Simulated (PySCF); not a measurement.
**`CB(C)c1cccn1C`, C₇H₁₂BN**

Geometry:
| atom | x (Å) | y (Å) | z (Å) |
| --- | --- | --- | --- |
| C1 | -2.451 | -1.458 | 0.491 |
| B2 | -1.430 | -0.307 | 0.108 |
| C3 | -1.955 | 1.181 | -0.042 |
| C4 | 0.041 | -0.720 | -0.098 |
| C5 | 0.557 | -2.018 | 0.024 |
| C6 | 1.936 | -1.997 | -0.238 |
| C7 | 2.253 | -0.676 | -0.519 |
| N8 | 1.131 | 0.079 | -0.437 |
| C9 | 1.120 | 1.500 | -0.674 |
| H10 | -2.460 | -2.247 | -0.280 |
| H11 | -3.484 | -1.103 | 0.623 |
| H12 | -2.143 | -1.959 | 1.425 |
| H13 | -1.761 | 1.579 | -1.053 |
| H14 | -1.438 | 1.866 | 0.651 |
| H15 | -3.035 | 1.270 | 0.148 |
| H16 | -0.036 | -2.893 | 0.282 |
| H17 | 2.633 | -2.832 | -0.227 |
| H18 | 3.210 | -0.223 | -0.775 |
| H19 | 0.785 | 2.052 | 0.216 |
| H20 | 0.460 | 1.761 | -1.513 |
| H21 | 2.138 | 1.826 | -0.920 |

Computed, not measured: quadratic response CAM-B3LYP/aug-cc-pVDZ first hyperpolarisability, Taylor convention, gas phase (PySCF 2.14.0). Geometry: PBE0-D3(BJ)/def2-SVP.

Q: What is the first hyperpolarisability, and how does it disperse?

A: In au, Taylor convention; the vector part is βᵢ = ⅓ Σⱼ (βᵢⱼⱼ + βⱼᵢⱼ + βⱼⱼᵢ); β∥ is 3/5 of the vector part along the dipole, the dipole points from − to +:
| process | λ (nm) | β vector norm | β∥ | β HRS | depolarisation ratio |
| --- | --- | --- | --- | --- | --- |
| static β(0;0,0) | ∞ | 423.7 | 89.1 | 206.1 | 3.33 |
| second harmonic β(−2ω;ω,ω) | 1907 | 470.9 | 98.4 | 227.3 | 3.40 |
| Pockels β(−ω;ω,0) | 1907 | 438.6 | 92.0 | – | – |
| second harmonic β(−2ω;ω,ω) | 1064 | 610.4 | 125.9 | 289.2 | 3.60 |
| Pockels β(−ω;ω,0) | 1064 | 474.6 | 99.2 | – | – |

Q: Which lowest excitations, dipole and polarisabilities go with it?

A: S1 4.87 eV (f = 0.331); S2 5.37 eV (f = 0.048); S3 5.50 eV (f = 0.002); dipole 2.06 D; isotropic α 109.2 au static, 109.7 au at 1907 nm, 110.7 au at 1064 nm, 111.1 au at 953.5 nm, 116.0 au at 532 nm.
